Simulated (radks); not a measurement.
Question: Radial electron density D(r) = 4 pi r^2 rho(r) of an atom or ion with 23.2 electrons. Method: Dirac Kohn-Sham, PBEsol, spin-unpolarised, spherical densities, point nucleus; computed with a radial shooting solver on a logarithmic mesh with Libxc functionals.

```
   r/bohr * D(r) (the largest magnitude, 31.4, reaches the edge; | marks zero)
 0.003145 | *
 0.003603 | *
 0.004095 |  *
 0.004692 |   *
 0.005375 |    *
 0.006158 |     *
 0.007055 |       *
 0.008083 |         *
 0.009261 |           *
  0.01061 |              *
  0.01216 |                 *
  0.01382 |                    *
  0.01583 |                        *
  0.01813 |                            *
  0.02078 |                                 *
   0.0238 |                                     *
  0.02727 |                                         *
  0.03124 |                                             *
  0.03579 |                                                *
  0.04101 |                                                 *
  0.04661 |                                                 *
   0.0534 |                                                *
  0.06118 |                                              *
  0.07009 |                                          *
   0.0803 |                                        *
    0.092 |                                      *
   0.1054 |                                      *
   0.1208 |                                        *
   0.1383 |                                            *
   0.1572 |                                                 *
   0.1801 |                                                     *
   0.2064 |                                                      *
   0.2365 |                                                    *
   0.2709 |                                              *
   0.3104 |                                     *
   0.3556 |                            *
   0.4074 |                     *
   0.4667 |                  *
   0.5305 |                 *
   0.6078 |                   *
   0.6963 |                      *
   0.7977 |                      *
    0.914 |                     *
    1.047 |                 *
      1.2 |             *
    1.374 |         *
    1.575 |      *
     1.79 |   *
     2.05 |  *
    2.349 | *
    2.691 |*
    3.083 |*
    3.533 *
    4.047 *
    4.637 *
    5.312 *
    6.038 *
    6.917 *
    7.925 *
     9.08 *
```

What is the nuclear charge?

Answer: Z = 24. The innermost maximum, from 1s, lies near gamma/Z bohr with gamma = sqrt(1 - (Z/c)^2) = 0.985, here 0.041 bohr (found: 0.0441), and its height grows with Z. The density is that of the chromium ion Cr0.8+ in [Ar] 3d5 4s0.2; the configuration itself is not fixed sharply by these data, and Z only to about a unit. D(r) has 3 maxima, at r = 0.0441, 0.205, 0.779 bohr, and minima at 0.0981, 0.498 bohr, inside which lie 2.13, 10.55 electrons.
